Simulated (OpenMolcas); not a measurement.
**Ni6+, Pd6+, Pt6+: d4 down the group**

```
Program             : OpenMolcas
Method              : SS-CASPT2, IPEA 0.25 Eh, imaginary shift 0.1 Eh
Basis               : ANO-RCC-VQZP
Scalar Hamiltonian  : DKH2, point nucleus
Spin-orbit coupling : RASSI with atomic mean-field integrals over the reference wave functions, term energies averaged over their components
```

Active space for each ion: 4 electrons in 5 orbitals (d); closed shells correlated by CASPT2: Ni6+ 3s 3p; Pd6+ 4s 4p; Pt6+ 5s 5p.

Computed levels in cm-1 above 5D0:

| Level | Ni6+ | Pd6+ | Pt6+ |
| --- | --- | --- | --- |
| 5D1 | 283 | 894 | 7440 |
| 5D2 | 820 | 2260 | 13230 |
| 5D3 | 1569 | 3870 | 17250 |
| 5D4 | 2490 | 5600 | 19170 |
| 3H4 | 32100 | 21950 | 28670 |
| 3P1(1) | 32150 | 24100 | 35630 |
| 3H5 | 32750 | 24030 | 35490 |
| 3H6 | 33430 | 25550 | 38510 |
| 3F2(1) | 34720 | 25820 | 33870 |
| weight of 5D in the lowest level (%) | 99 | 94 | 57 |

Mixed levels, with the weight of the term that names them: Pd6+ 3H4 (74 %), Pt6+ 5D0 (57 %), Pt6+ 5D4 (53 %), Pt6+ 3H4 (53 %), Pt6+ 3P1(1) (71 %), Pt6+ 3H5 (75 %), Pt6+ 3H6 (70 %), Pt6+ 3F2(1) (59 %).

Measured, with the error of the calculation in %. Measured levels: Ni6+ from Corliss and Sugar, J. Phys. Chem. Ref. Data 10, 197 (1981).

| Level | Ni6+ |
| --- | --- |
| 5D1 | 279 (+1.6) |
| 5D2 | 804 (+2.0) |
| 5D3 | 1520 (+3.2) |
| 5D4 | 2392 (+4.2) |
| 3H4 | 31672 (+1.4) |
| 3P1(1) | 31836 (+1.0) |
| 3H5 | 32286 (+1.4) |
| 3H6 | 32877 (+1.7) |
| 3F2(1) | 34247 (+1.4) |

The fine-structure level 5D4 changes by a factor of 7.7 from Ni6+ to Pt6+.

Without spin-orbit coupling 3H lies 31410, 20880, 18730 cm-1 above 5D in that order; the difference to the level 3H4, of either sign, comes from spin-orbit coupling, which also lowers the zero.

CASPT2 does not keep the components of a term degenerate, so their means are used; among the terms shown or strongly mixed into the levels shown the widest spread is 120 cm-1 (5d4 1I, Pt6+). The CASPT2 spread within a term exceeds the gap to the next term for 5d4 1I and 5d4 3D, so the order of their levels is uncertain (holds for Pt6+). Measured partners are found by configuration, term and J. A level has none where our copy of the source lacks it or the pairing is in doubt (some pairs that miss far off the trend of their configuration count as doubtful), and it then counts in no deviation. Only configurations of the active space appear.

A number in round brackets counts repeated terms of one configuration in the order of the reference energies.
